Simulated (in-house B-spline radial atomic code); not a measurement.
Values are calculated unless marked as measured or tabulated.
# Two electrons in Ge: a Gaussian well −V exp(−r²/w²) with V = 153 meV and w = 14.7 nm

For Ge the NSM archive of the Ioffe Institute lists m_l = 1.6 m0, m_t = 0.08 m0 and ε = 16.2; the model takes one isotropic valley with the conductivity mass 3/(1/m_l + 2/m_t) = 0.117 m0, and so misses anisotropy and the other valleys. All triplets below are those of one valley; with several valleys two electrons can form a triplet in the 1s orbital itself, at an energy set by the valley splitting.

Effective-mass model with parabolic bands, a uniform dielectric constant, no image charges, no central-cell or spin-orbit terms. Two-electron levels come from full CI in B-splines with partial waves to l = 5 (up to 0.001 effective hartree above the limit).

(1) What are the effective units, and what is the potential in them?

In these units the lowest s and p orbitals lie at -9.0746 and -6.8955, and their Coulomb and exchange integrals are J_ss = 1.1856, J_sp = 0.9647 and K_sp = 0.1878. Full CI gives -17.0368 for the ground singlet, -15.2117 for the sp triplet, -14.8910 for the sp singlet and -13.4198 for the lowest triplet of two s orbitals.

(2) What does it cost to add the second electron, to first order and exactly?

(3) How far above the singlet do the triplets lie?

## Answers

(1) Ha* = 27211.386 meV × 0.117/16.2² = 12.13 meV and a* = 0.0529177 nm × 16.2/0.117 = 7.327 nm. V = 12.6 Ha* and w = 2.0 a*.

(2) To first order E = 2ε_s + J_ss = -16.9636, so the charging energy E(2) − 2E(1) is J_ss = 14.38 meV. CI gives -17.0368 − 2 × (-9.0746) = 1.1125, or 13.5 meV: relaxation and correlation lower it by 0.887 meV, 6.2 % of J_ss. The s² configuration of one-electron orbitals holds 98.6 % of the state, and the mean radius is 5.86 nm. The second electron is bound by ε_s − E = 96.59 meV, against 110.1 meV for the first.

(3) To first order the sp triplet lies at ε_s + ε_p + J_sp − K_sp = -15.1933, which is 21.48 meV above 2ε_s + J_ss. CI gives -15.2117 − (-17.0368) = 1.8251, or 22.14 meV, 84 % of the orbital spacing of 26.43 meV. The ss triplet lies 43.88 meV up, so the lower of the two is the sp one, and its gap equals k_BT at 257 K. The sp singlet-triplet splitting is 3.891 meV, against 2K_sp = 4.557 meV.
